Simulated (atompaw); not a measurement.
## Sr (Z = 38): one change to a PAW (atompaw) potential, before and after

| Property | Result |
| --- | --- |
| Element | Sr |
| Generator | atompaw 4.2.0.5 |
| Type | PAW |
| Functional | LDA (PW92) |
| Relativity | non-relativistic |
| Frozen core | [Ar] 3d10 |
| Valence charge | 10 |
| Reference configuration | 4s2 4p6 4d0 5s1 5p0 (charge +1) |
| Partial waves | 4s (bound): rc 1.95 bohr; 5s (bound): rc 2.20 bohr; 4p (bound): rc 1.95 bohr; 5p (bound, empty): rc 3.00 bohr; 4d (bound, empty): rc 3.00 bohr; 4d channel at 0.05 Ry: rc 3.00 bohr; 4f channel at 0.35 Ry: rc 3.00 bohr; 4f channel at 1.1 Ry: rc 3.00 bohr |
| Local potential | vpsmatchnc scheme with l = 4 at 0.5 Ry, radius 2.85 bohr |
| Core correction | smooth core density matched at 1.70 bohr |
| Augmentation charge | sinc compensation charge, radius 2.45 bohr; PAW radius 3.00 bohr; waves and projectors: custom rrkj gramschmidtortho |

All-electron outer shells of the reference configuration (LDA (PW92), non-relativistic, ld1.x):

| shell | level (eV) | outermost node (bohr) | outermost maximum (bohr) |
| --- | --- | --- | --- |
| 3d | -137.37 | – | 0.38 |
| 4s | -45.91 | 0.61 | 1.21 |
| 4p | -29.25 | 0.62 | 1.33 |
| 5s | -8.45 | 1.67 | 3.45 |
| 4d | -7.27 | 0.65 | 1.99 |
| 5p | -5.59 | 1.93 | 4.26 |

Change: local potential vpsmatchnc scheme with l = 4 at 0.5 Ry, radius 2.32 bohr.

Cutoffs: the cutoffs (Ry, on a coarse ladder) from which the occupation-weighted sum of valence levels, in a spherical-Bessel basis at the reference potential, stays within 10 and 1 mRy of its value at 400 Ry; they do not see the model core or the augmentation charge, which bear on the density cutoff.

Q: What does the change do?

A: The potential gets neither clearly harder nor softer (21 Ry and 35 Ry → 21 Ry and 35 Ry); a bound ghost appears in d, which as a rule spoils a file. A state that the projectors do not describe sees the local part alone, so a deeper or shallower local part can create or remove a ghost.

| quantity | base | changed |
| --- | --- | --- |
| cutoff, loose | 21 Ry | 21 Ry |
| cutoff, tight | 35 Ry | 35 Ry |
| bound ghosts | none | d |
| s: phases at 3.00 bohr within 0.05 rad from the reference energy up to (Ry; the scan ends near 5) | 4.3 | 3.8 |
| p: phases at 3.00 bohr within 0.05 rad from the reference energy up to (Ry; the scan ends near 5) | 0.2 | 0.1 |
| d: phases at 3.00 bohr within 0.05 rad from the reference energy up to (Ry; the scan ends near 5) | 1.7 | 1.6 |
| f: phases at 3.00 bohr within 0.05 rad from the reference energy up to (Ry; the scan ends near 5) | 2.1 | 2.0 |
| lowest overlap eigenvalue by channel | s 0.00, p 0.49, d 1.00, f 0.96 | s 0.11, p 0.50, d 1.00, f 0.96 |

 A true bound ghost makes a file unfit for plane-wave use even where its test errors are small: the radial tests pick states by their node count and pass the ghost by. The cutoffs see the waves, projectors and local potential, not the compensation charge or the core.
